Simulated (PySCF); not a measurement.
PySCF input (BP86/def2-TZVPD):

```python
from pyscf import gto, scf, dft

mol = gto.M(
    atom='''
    B    -0.00000000   -0.00000000   -0.73477070
    N     0.00000000    0.00000000    0.57007214
    H    -0.00000000   -0.00000000   -1.90320192
    H     0.00000000    0.00000000    1.58655045
    ''',
    basis='def2-tzvpd',
    charge=1,
    spin=1,
    symmetry='C2v',
    verbose=4,
)

mf = dft.UKS(mol, xc='bp86').density_fit(auxbasis='def2-universal-jkfit')
mf.grids.level = 3
mf.conv_tol = 1e-9
mf.max_cycle = 100
mf.max_memory = 1500
mf.kernel()
if not mf.converged:
    mf = mf.newton()
    mf.kernel(mf.make_rdm1())
mf.analyze()
```

End of the output:

```
Extra cycle  E= -80.4137275074853  delta_E= 2.91e-12  |g|= 3e-06  |ddm|= 4.03e-06
converged SCF energy = -80.4137275074853  <S^2> = 0.75302149  2S+1 = 2.0030192
**** SCF Summaries ****
Total Energy =                         -80.413727507485348
Nuclear Repulsion Energy =              22.892033144229231
One-electron Energy =                 -148.754564551534202
Two-electron Energy =                   45.448803899819623
Two-electron Coulomb Energy =           56.808828728195550
DFT Exchange-Correlation Energy =      -11.360024828375931
HOMO-LUMO gap [eV] =                     0.795329671671312
Wave-function symmetry = B2
alpha occupancy for each irrep:     A1   A2   B1   B2
                                     5    0    1    1
beta  occupancy for each irrep:     A1   A2   B1   B2
                                     5    0    1    0
**** MO energy ****
alpha MO #1 (A1 #1), energy= -14.3849538319031 occ= 1
alpha MO #2 (A1 #2), energy= -6.90505308927916 occ= 1
alpha MO #3 (A1 #3), energy= -1.12601120495304 occ= 1
alpha MO #4 (A1 #4), energy= -0.844481567875244 occ= 1
alpha MO #5 (A1 #5), energy= -0.691805111914441 occ= 1
alpha MO #6 (B2 #1), energy= -0.658221606005931 occ= 1
alpha MO #7 (B1 #1), energy= -0.60855714630498 occ= 1
alpha MO #8 (B2 #2), energy= -0.343277192717868 occ= 0
alpha MO #9 (B1 #2), energy= -0.321944362800759 occ= 0
alpha MO #10 (A1 #6), energy= -0.23624703469731 occ= 0
alpha MO #11 (A1 #7), energy= -0.165961152519861 occ= 0
alpha MO #12 (A1 #8), energy= -0.148574793246597 occ= 0
alpha MO #13 (B2 #3), energy= -0.0936343224215245 occ= 0
alpha MO #14 (B1 #3), energy= -0.0868173725503786 occ= 0
alpha MO #15 (A1 #9), energy= -0.0843261502110977 occ= 0
alpha MO #16 (A2 #1), energy= -0.0584978457677252 occ= 0
alpha MO #17 (A1 #10), energy= -0.058032575856755 occ= 0
alpha MO #18 (B2 #4), energy= -0.0401917508715154 occ= 0
alpha MO #19 (B1 #4), energy= -0.0347385850671389 occ= 0
alpha MO #20 (A1 #11), energy= -0.00726765877053026 occ= 0
alpha MO #21 (A1 #12), energy= 0.0206930372156808 occ= 0
alpha MO #22 (B2 #5), energy= 0.0233825826639923 occ= 0
alpha MO #23 (B1 #5), energy= 0.0269691957117741 occ= 0
alpha MO #24 (A1 #13), energy= 0.0482332850351117 occ= 0
alpha MO #25 (A2 #2), energy= 0.122404181216586 occ= 0
alpha MO #26 (A1 #14), energy= 0.122549655349465 occ= 0
alpha MO #27 (A1 #15), energy= 0.140500315387166 occ= 0
alpha MO #28 (B2 #6), energy= 0.144652590868042 occ= 0
alpha MO #29 (A1 #16), energy= 0.145257599968622 occ= 0
alpha MO #30 (B1 #6), energy= 0.147947441777442 occ= 0
alpha MO #31 (A1 #17), energy= 0.264255499556304 occ= 0
alpha MO #32 (A2 #3), energy= 0.271826299320267 occ= 0
alpha MO #33 (A1 #18), energy= 0.271921483389164 occ= 0
alpha MO #34 (B2 #7), energy= 0.274625475040327 occ= 0
alpha MO #35 (B2 #8), energy= 0.277271897945388 occ= 0
alpha MO #36 (A1 #19), energy= 0.284495499221742 occ= 0
alpha MO #37 (B1 #7), energy= 0.286396223358864 occ= 0
alpha MO #38 (B1 #8), energy= 0.293456589294051 occ= 0
alpha MO #39 (A1 #20), energy= 0.40396697448999 occ= 0
alpha MO #40 (B2 #9), energy= 0.442323899855636 occ= 0
alpha MO #41 (B1 #9), energy= 0.451864035458599 occ= 0
alpha MO #42 (A1 #21), energy= 0.486645020960555 occ= 0
alpha MO #43 (A1 #22), energy= 0.534089209747027 occ= 0
alpha MO #44 (A1 #23), energy= 0.687725914068572 occ= 0
alpha MO #45 (B2 #10), energy= 0.802934236878795 occ= 0
alpha MO #46 (B1 #10), energy= 0.814326090963632 occ= 0
alpha MO #47 (A1 #24), energy= 0.824474455316132 occ= 0
alpha MO #48 (A2 #4), energy= 0.909535849075002 occ= 0
alpha MO #49 (A1 #25), energy= 0.910135946313417 occ= 0
alpha MO #50 (A1 #26), energy= 0.942519707628824 occ= 0
alpha MO #51 (B2 #11), energy= 1.01040027303321 occ= 0
alpha MO #52 (B1 #11), energy= 1.03359239242171 occ= 0
alpha MO #53 (A1 #27), energy= 1.17368027371961 occ= 0
alpha MO #54 (B1 #12), energy= 1.35880399868077 occ= 0
alpha MO #55 (B2 #12), energy= 1.35885165288857 occ= 0
alpha MO #56 (B2 #13), energy= 1.46208531847542 occ= 0
alpha MO #57 (B1 #13), energy= 1.47265770185312 occ= 0
alpha MO #58 (A1 #28), energy= 1.48265146654384 occ= 0
alpha MO #59 (A2 #5), energy= 1.49777360052201 occ= 0
alpha MO #60 (A1 #29), energy= 1.50225807320142 occ= 0
alpha MO #61 (A2 #6), energy= 1.54516602360354 occ= 0
alpha MO #62 (A1 #30), energy= 1.5456922573477 occ= 0
alpha MO #63 (B2 #14), energy= 1.58943991317635 occ= 0
alpha MO #64 (B1 #14), energy= 1.60455114575446 occ= 0
alpha MO #65 (A1 #31), energy= 1.62532209343793 occ= 0
alpha MO #66 (B2 #15), energy= 1.84171804390138 occ= 0
alpha MO #67 (B1 #15), energy= 1.87931468771322 occ= 0
alpha MO #68 (A1 #32), energy= 1.91345996830338 occ= 0
alpha MO #69 (B2 #16), energy= 2.10938567900397 occ= 0
alpha MO #70 (B1 #16), energy= 2.12696525059064 occ= 0
alpha MO #71 (A1 #33), energy= 2.27167672029098 occ= 0
alpha MO #72 (A1 #34), energy= 2.53890438901883 occ= 0
alpha MO #73 (B2 #17), energy= 2.63546773497658 occ= 0
alpha MO #74 (A1 #35), energy= 2.64586331426762 occ= 0
alpha MO #75 (B1 #17), energy= 2.65444174347049 occ= 0
alpha MO #76 (A1 #36), energy= 3.11647721633105 occ= 0
alpha MO #77 (A1 #37), energy= 3.24949608424383 occ= 0
alpha MO #78 (B1 #18), energy= 3.44623715527482 occ= 0
alpha MO #79 (B2 #18), energy= 3.44628091866932 occ= 0
alpha MO #80 (A2 #7), energy= 3.71719426098609 occ= 0
alpha MO #81 (A1 #38), energy= 3.71806990687231 occ= 0
alpha MO #82 (A1 #39), energy= 4.0060069218348 occ= 0
alpha MO #83 (A2 #8), energy= 4.18679537944006 occ= 0
alpha MO #84 (A1 #40), energy= 4.18771292054521 occ= 0
alpha MO #85 (B2 #19), energy= 4.30791984266417 occ= 0
alpha MO #86 (B1 #19), energy= 4.35496523660526 occ= 0
alpha MO #87 (B2 #20), energy= 4.47030334105807 occ= 0
alpha MO #88 (B1 #20), energy= 4.5079904829992 occ= 0
alpha MO #89 (A1 #41), energy= 4.9045219785045 occ= 0
alpha MO #90 (A1 #42), energy= 5.62325933618985 occ= 0
alpha MO #91 (A1 #43), energy= 14.2065065032898 occ= 0
alpha MO #92 (A1 #44), energy= 31.5781141285699 occ= 0
beta  MO #1 (A1 #1), energy= -14.3684571965822 occ= 1
beta  MO #2 (A1 #2), energy= -6.9033019326153 occ= 1
beta  MO #3 (A1 #3), energy= -1.0816711663282 occ= 1
beta  MO #4 (A1 #4), energy= -0.829509753982258 occ= 1
beta  MO #5 (A1 #5), energy= -0.689799940851296 occ= 1
beta  MO #6 (B1 #1), energy= -0.592462184413973 occ= 1
beta  MO #7 (B2 #1), energy= -0.563234357831132 occ= 0
beta  MO #8 (B1 #2), energy= -0.31757789959503 occ= 0
beta  MO #9 (B2 #2), energy= -0.301954255402852 occ= 0
beta  MO #10 (A1 #6), energy= -0.223535444635671 occ= 0
[...]
```
